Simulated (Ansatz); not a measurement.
This geometry of GeH$_{5}$NOS (9 atoms, charge 0, multiplicity 1) is a first-order saddle point.

These are results of RKS B3LYP/def2-mTZVP in Ansatz, not measurements.

```xyz
9
Properties=species:S:1:pos:R:3
N -0.315 0.806 -1.286
Ge 0.381 -0.078 0.131
O 0.795 -1.733 -0.416
S -1.093 -0.449 1.800
H -1.193 0.560 -1.714
H 0.108 1.643 -1.655
H 1.613 0.716 0.601
H 0.927 -2.354 0.314
H -1.134 0.843 2.208
```

Task: Which two structures does it join? (They come from a converged band through this point; their orientation in space is the band's.)

Result: No bond is made or broken. The height of N1 over the plane of its neighbours goes from 0.31 to -0.32 Å.

Initial state:

```xyz
9
Properties=species:S:1:pos:R:3
N -0.095 0.777 -1.526
Ge 0.378 0.089 0.103
O 0.834 -1.600 -0.273
S -1.314 0.081 1.613
H -0.640 0.145 -2.101
H -0.520 1.697 -1.528
H 1.568 0.861 0.692
H 0.381 -2.230 0.303
H -0.504 0.132 2.699
```

Final state:

```xyz
9
Properties=species:S:1:pos:R:3
N -0.383 0.999 -1.131
Ge 0.358 -0.058 0.166
O 0.706 -1.691 -0.499
S -1.146 -0.391 1.800
H -1.273 0.669 -1.488
H 0.228 1.221 -1.910
H 1.648 0.616 0.670
H 1.086 -2.304 0.146
H -1.135 0.894 2.230
```

Task: How far does it lie above each of them?

Result: 0.064 eV above the first and 0.058 eV above the second. This is the barrier of this one path; another mechanism may lie lower.

Run time: 3.6 min on 2 threads of Arm Neoverse V1 (shared host), peak memory 0.27 GiB.
